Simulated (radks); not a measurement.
The europium ion Eu2+ inside a hard spherical wall (all orbitals vanish at R), configuration held at [Xe] 4f7 and not refilled when levels cross. Method: scalar-relativistic Kohn-Sham, PBE, spin-polarised, spherical densities, point nucleus; open shells are filled with parallel spins first (spin-orbit coupling, left out, can overturn this in heavy ions); computed with a radial shooting solver on a logarithmic mesh with Libxc functionals. Eigenvalues in eV for spin up, with the zero of energy where the potential of the charges vanishes at infinity; a dash marks a level that is unbound or too diffuse for the functional's potential to be trusted. A positive occupied level is held by the wall or, in an anion where self-interaction has pushed it up, behind a barrier. The pressure on the wall is -dE/dV.

\begin{tabular}{lrrrrrrrrr}
R (bohr) & E (hartree) & kinetic (hartree) & e(4d) & e(5s) & e(5p) & e(4f) & e(6s, empty) & e(5d, empty) & pressure (GPa) \\ \hline
free & -10843.7406 & 11618.235 & -149.83 & -59.308 & -38.078 & -17.630 & -14.155 & -13.974 & 0 \\
15 & -10843.7406 & 11618.235 & -149.83 & -59.308 & -38.078 & -17.630 & -14.155 & -13.974 & < 0.0001 \\
12 & -10843.7406 & 11618.235 & -149.83 & -59.308 & -38.078 & -17.630 & -14.155 & -13.974 & < 0.0001 \\
10 & -10843.7406 & 11618.235 & -149.83 & -59.308 & -38.078 & -17.630 & -14.153 & -13.973 & < 0.0001 \\
7 & -10843.7406 & 11618.236 & -149.82 & -59.304 & -38.074 & -17.624 & -13.972 & -13.938 & 0.00564 \\
6 & -10843.7402 & 11618.241 & -149.79 & -59.283 & -38.055 & -17.596 & -13.455 & -13.815 & 0.0698 \\
5 & -10843.7359 & 11618.285 & -149.61 & -59.155 & -37.934 & -17.429 & -11.623 & -13.309 & 1.06 \\
4 & -10843.6866 & 11618.708 & -148.52 & -58.353 & -37.115 & -16.400 & -5.010 & -11.191 & 19.5 \\
3.5 & -10843.5539 & 11619.672 & -146.64 & -56.952 & -35.577 & -14.618 & 3.724 & -8.133 & 88.8 \\
2.5 & -10841.3867 & 11631.284 & -131.80 & -44.545 & -20.690 & -0.330 & 63.959 & 15.120 & 2290 \\
1.5 & -10804.6937 & 11768.771 & -49.803 & 81.252 & 126.73 & 87.837 & 470.95 & 196.84 & 130000 \\
\end{tabular}
